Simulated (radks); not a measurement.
Problem. The mean radii <r> (bohr) of the occupied orbitals of an atom or ion are listed with their occupations. All-electron calculation, scalar-relativistic Kohn-Sham, LB94 model potential, spin-polarised, spherical densities, finite nucleus; Fermi nuclear charge, rms radius of each element as measured or else 0.836 A^(1/3) + 0.57 fm. Program: a radial shooting solver on a logarithmic mesh with Libxc functionals.

| orbital | occ. | <r> |
|---|---|---|
| 1s | 2 | 0.01802 |
| 2s | 2 | 0.07613 |
| 2p | 6 | 0.06824 |
| 3s | 2 | 0.1965 |
| 3p | 6 | 0.1966 |
| 3d | 10 | 0.1780 |
| 4s | 2 | 0.4163 |
| 4p | 6 | 0.4337 |
| 4d | 10 | 0.4406 |

Name the element and its charge. Open shells, if any, are filled with parallel spins first.

Solution. Z = 75, rhenium, charge +29: Re29+ in [Kr] 4d10. The 1s radius gives Z: for a bare nucleus <r> = (2 gamma + 1)/(2Z) with gamma = sqrt(1 - (Z/c)^2), 0.01783 bohr for Z = 75, and screening makes it slightly larger (0.01802 here). The occupations add up to 46, and the charge is Z minus that.
